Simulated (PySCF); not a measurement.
Cost of excited-state runs on 2-mercaptobenzyl alcohol, C7H8OS

Atoms are numbered as in `[OH:1][CH2:2][c:3]1[cH:4][cH:5][cH:6][cH:7][c:8]1[SH:9]`. Hydrogens are named by the atom that carries them.

PySCF with density fitting, on 1 thread of an Arm Neoverse V2, shared host. Command: `OMP_NUM_THREADS=1 python excited_run.py task.json out`

Q: How long does each of these runs take, and how much memory?
- first hyperpolarisability, CAM-B3LYP/aug-cc-pVDZ; usual settings
- excited states, CAM-B3LYP/aug-cc-pVDZ; Tamm-Dancoff; spin-orbit couplings; 6 states; 5 triplets; quadratic response for 4 states; IEF-PCM ethanol
- excited states, CAM-B3LYP/aug-cc-pVDZ; Tamm-Dancoff; spin-orbit couplings; 6 states; 5 triplets; quadratic response for 4 states
- excited states, CAM-B3LYP/aug-cc-pVDZ; two-photon moments; 8 states; quadratic response for 6 states; 0 triplets

A: 
| run | level | basis functions | wall time | peak memory (GiB) |
| --- | --- | --- | --- | --- |
| first hyperpolarisability | CAM-B3LYP/aug-cc-pVDZ | 283 | 62 s | 1.2 |
| excited states | CAM-B3LYP/aug-cc-pVDZ | 283 | 68 s | 1.3 |
| excited states | CAM-B3LYP/aug-cc-pVDZ | 283 | 66 s | 1.2 |
| excited states | CAM-B3LYP/aug-cc-pVDZ | 283 | 83 s | 1.2 |

Times from a shared host are rough.
